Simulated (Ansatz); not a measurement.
Ag2F2. Total charge 0; quintet. Geometry PBE-D4/def2-TZVP; atoms count from 1.

```xyz
4

Ag   -1.1579    0.9713    0.7753
Ag    1.1579   -0.9711   -0.7754
F    -0.8647   -0.1949   -1.0466
F     0.8646    0.1948    1.0467
```

In the def2 sets Ag takes a core potential; there is no spin–orbit coupling. At PBE0-D4/def2-TZVP a singlet of charge 0 lies 6.37 eV below the quintet, each at its own geometry. The structure comes from a short search, and lower isomers may exist.

**Question.** Estimate the Mulliken populations from the PBE0/def2-TZVP orbitals of Ansatz.

**Answer.** 
```csv
atom,charge (e),spin (α − β),d electrons
Ag1,0.41,1.64,9.33
Ag2,0.41,1.64,9.33
F3,-0.41,0.36,–
F4,-0.41,0.36,–
```
Mulliken values depend strongly on the basis.

**Question.** Where does the spin sit?

**Answer.** Summed by element: Ag 3.28, F 0.72, of 4 unpaired in all. Largest on single atoms: Ag1 1.64, Ag2 1.64, F3 0.36.

**Question.** And the Mayer bond orders between heavy atoms (over 0.3)?

**Answer.** Ag1–F3 0.40 (2.18 Å); Ag1–F4 0.40 (2.18 Å); Ag2–F3 0.40 (2.18 Å); Ag2–F4 0.40 (2.18 Å).
